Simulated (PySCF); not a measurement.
PySCF 2.14 output of an unrestricted PBE0 calculation on a single atom or ion in x2c-TZVPPall with one added diffuse shell each of s, p, d, f type (9s7p7d3f1g, 95 functions), with the spin-free X2C one-electron Hamiltonian (Gaussian nucleus):

```
SCF conv_tol = 1e-09
number electrons alpha = 24  beta = 23
    C. Adamo and V. Barone.,  J. Chem. Phys. 110, 6158 (1999)
    M. Ernzerhof and G. E. Scuseria.,  J. Chem. Phys. 110, 5029 (1999)
cycle= 1 E= -5044.9606116686  delta_E= -0.0153  |g|= 0.105  |ddm|= 0.576
cycle= 2 E= -5044.95118000137  delta_E= 0.00943  |g|= 0.225  |ddm|= 0.458
cycle= 3 E= -5044.96430766661  delta_E= -0.0131  |g|= 0.0127  |ddm|= 0.112
cycle= 4 E= -5044.96440051401  delta_E= -9.28e-05  |g|= 0.00766  |ddm|= 0.0712
cycle= 5 E= -5044.96442938988  delta_E= -2.89e-05  |g|= 0.00196  |ddm|= 0.0424
cycle= 6 E= -5044.96443184012  delta_E= -2.45e-06  |g|= 0.000143  |ddm|= 0.00867
cycle= 7 E= -5044.9644318715  delta_E= -3.14e-08  |g|= 1.33e-05  |ddm|= 0.000686
cycle= 8 E= -5044.964431872  delta_E= -4.96e-10  |g|= 1.51e-06  |ddm|= 5.63e-05
converged SCF energy = -5044.964431872  <S^2> = 0.7529323  2S+1 = 2.0029302
```

The run itself started from symmetry-adapted Hartree-Fock orbitals and held the occupation by maximum overlap, on a logarithmic radial grid, so the iterations belong to that start.

Question: Which element, charge and spin multiplicity is this?

Answer: Pd- (palladium, charge -1), multiplicity 2; the state was [Kr] 4d10 5s1, 2S determinant.

At PBE0 the highest occupied level has a positive energy, so only the finite basis holds that electron; in a semilocal or global hybrid functional this comes from self-interaction and does not mean that the real anion is unbound.
